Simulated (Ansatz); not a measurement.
`[SiH3][SiH2]BCl` + H₂S → `S[SiH2]BCl` + SiH₄  (cleavage of the Si–Si bond)

Program: Ansatz. Geometries: PBE0-D4/def2-TZVP. ΔE: electronic, gas phase. CBS: MP2 limit from def2 TZ/QZ plus the TZ coupled-cluster correction, frozen cores. This one scheme is used for every species. DFT in def2-TZVPP. HSE06 is defined as in plane-wave codes. Each species was taken in one conformer, which may not be the lowest.

`[SiH3][SiH2]BCl`:

```xyz
10

Si   -1.307   -1.013   -0.084
Si    0.091    0.706    0.694
B     1.598    0.825   -0.623
Cl    3.017   -0.162   -0.415
H    -1.787   -0.698   -1.457
H    -2.485   -1.175    0.810
H    -0.553   -2.294   -0.126
H     0.563    0.352    2.061
H    -0.700    1.966    0.753
H     1.563    1.492   -1.613
```

H₂S:

Cartesian coordinates in Å:
```
S 0.563 0.185 -0.182
H -0.535 -0.229 -0.832
H -0.027 0.044 1.014
```

`S[SiH2]BCl`:

Z-matrix (Å, degrees):
```
Si
B 1 2.008
S 1 2.153 2 102.6
H 1 1.487 2 114.0 3 -121.0
H 1 1.485 2 113.9 3 112.0
Cl 2 1.743 1 119.0 3 84.6
H 2 1.193 1 124.2 3 -89.4
H 3 1.344 1 94.3 2 -59.0
```

SiH₄:

```xyz
5

Si    0.000    0.000    0.000
H     0.825    1.142   -0.468
H    -0.544    0.302    1.348
H     0.840   -1.222    0.068
H    -1.121   -0.222   -0.948
```

CCSD(T)/CBS gives -48.4 kJ/mol.

Question: Another level gave -41.2 kJ/mol. Which?
A. r2SCAN0/def2-TZVPP
B. HF/def2-TZVPP
C. HSE06-D4/def2-TZVPP
D. BHLYP-D4/def2-TZVPP

Answer: C. HSE06-D4 -41.2, r2SCAN0 -47.1, BHLYP-D4 -52.0, HF/def2-TZVPP -59.0 kJ/mol.

Largest T1 diagnostic among the species: 0.014.

At CCSD(T), def2-SVP lies +4.8 kJ/mol from the extrapolated value and def2-TZVPP +2.0 kJ/mol. From BLYP to BHLYP (50 % exact exchange), in def2-TZVPP and without D4, ΔE moves by −6.5 kJ/mol.
